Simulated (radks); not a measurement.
Trend from Mg3+ to Ar3+: ionisation energy by Delta-SCF between NIST ground configurations, and size. Method: Dirac Kohn-Sham, PBE, spin-unpolarised, spherical densities, finite nucleus; open shells fill j = l - 1/2 first; Fermi nuclear charge, rms radius of each element as measured or else 0.836 A^(1/3) + 0.57 fm; computed with a radial shooting solver on a logarithmic mesh with Libxc functionals.

| species | configuration | IE (eV) | NIST (eV) | kind | -e(HOMO) (eV) | outermost | <r> outermost (bohr) |
|---|---|---|---|---|---|---|---|
| Mg3+ | [He] 2s2 2p5 | 112.14 | 109.27 | semi-emp. | 96.091 (2p3/2) | 2s1/2 | 0.671 |
| Al3+ | [Ne] | 120.98 | 119.99 | exp. | 103.98 (2p3/2) | 2s1/2 | 0.623 |
| Si3+ | [Ne] 3s1 | 45.152 | 45.142 | exp. | 39.487 (3s1/2) | 3s1/2 | 1.85 |
| P3+ | [Ne] 3s2 | 52.006 | 51.444 | exp. | 45.611 (3s1/2) | 3s1/2 | 1.67 |
| S3+ | [Ne] 3s2 3p1 | 46.886 | 47.22 | semi-emp. | 40.349 (3p1/2) | 3p1/2 | 1.66 |
| Cl3+ | [Ne] 3s2 3p2 | 52.351 | 53.2 | semi-emp. | 45.205 (3p1/2) | 3p1/2 | 1.51 |
| Ar3+ | [Ne] 3s2 3p3 | 57.516 | 59.6 | semi-emp. | 49.826 (3p3/2) | 3p3/2 | 1.40 |

Reference values: NIST Atomic Spectra Database (exp. = measured, semi-emp. = semi-empirical, theory = theoretical value adopted there). Spin polarisation and multiplet splitting are left out, so open shells lie too high by an amount that depends on their filling.

Beside tabulated values, note that spin-unpolarised runs miss the spin-polarisation part of the exchange energy of open shells.
